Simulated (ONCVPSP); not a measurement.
Ce: one change to an ONCV potential, before and after

```json
{
  "Element": "cerium",
  "Generator": "ONCVPSP 4.0.1",
  "Type": "optimised norm-conserving Vanderbilt (ONCV)",
  "Functional": "PBE",
  "Relativity": "scalar-relativistic",
  "Frozen core": "[Kr] 4d10",
  "Valence charge": "12",
  "Reference configuration": "4f1 5s2 5p6 5d1 6s2",
  "Partial waves": "5s+6s: rc 2.80 bohr, ncon 4, nbas 9, qcut 3.7 1/bohr, 2 projectors; 5p: rc 1.80 bohr, ncon 4, nbas 9, qcut 4.5 1/bohr, 1 projector; 5d: rc 2.80 bohr, ncon 4, nbas 7, qcut 4.1 1/bohr, 3 projectors, debl 3.9 Ha; 4f: rc 1.05 bohr, ncon 4, nbas 8, qcut 15.6 1/bohr, 2 projectors, debl 3.9 Ha",
  "Local potential": "polynomial inside 0.70 bohr (lpopt 5, dvloc0 6 Ha)",
  "Core correction": "none"
}
```

Change: s: rc 2.22.

Cutoffs: the cutoffs (Ha) at which the residual kinetic energy of the hardest occupied pseudo-wave falls to 1 and 0.1 mHa per electron; they do not see the model core or the augmentation charge, which bear on the density cutoff. Errors are all-electron minus pseudo energies relative to the spin-unpolarised reference configuration.

How do hardness, ghosts and transferability respond?

The potential gets neither clearly harder nor softer (103 Ha and 114 Ha → 103 Ha and 114 Ha); both files keep a bound ghost (p, s); the lowest positive-energy flag moves from s at 31.6 eV to s at 57.0 eV; of the 3 tests that both files solve, the error grows in 0 and shrinks in 2 by more than 15 % and 0.3 meV (median size 2.4 → 1.8 meV).

| quantity | base | changed |
| --- | --- | --- |
| cutoff, loose | 103 Ha | 103 Ha |
| cutoff, tight | 114 Ha | 114 Ha |
| loose cutoff by channel | s 3.0 Ha, p 21 Ha, d 6.1 Ha, f 103 Ha | s 7.7 Ha, p 21 Ha, d 6.1 Ha, f 103 Ha |
| bound ghosts | s, p | s, p |
| GHOST(+) flags under 300 eV | s at 31.6 eV, d at 213.4 eV | s at 57.0 eV, d at 213.4 eV |
| tests counted as reliable (solved cleanly; for ONCVPSP, near-neutral configurations with less than one 5d electron left out) | 3 of 4 | 3 of 4 |
| error for 4f1 5s2 5p6 5d1 6s1, meV [ΔE 6.07 eV] | -1.9 | -1.8 |
| error for 4f1 5s2 5p6 5d1 6s0, meV [ΔE 17.15 eV] | -8.3 | -7.0 |
| error for 4f1 5s2 5p6 5d0 6s0, meV [ΔE 36.33 eV] | +2.4 | -0.3 |
| p: phases at 1.83 bohr within 0.05 rad from the reference energy up to (Ha; the scan ends near 5) | 1.5 | 1.5 |
| d: phases at 2.84 bohr within 0.05 rad from the reference energy up to (Ha; the scan ends near 5) | to the end of the scan | to the end of the scan |
| f: phases at 1.07 bohr within 0.05 rad from the reference energy up to (Ha; the scan ends near 5) | to the end of the scan | to the end of the scan |

 A true bound ghost makes a file unfit for plane-wave use even where its test errors are small: the radial tests pick states by their node count and pass the ghost by.
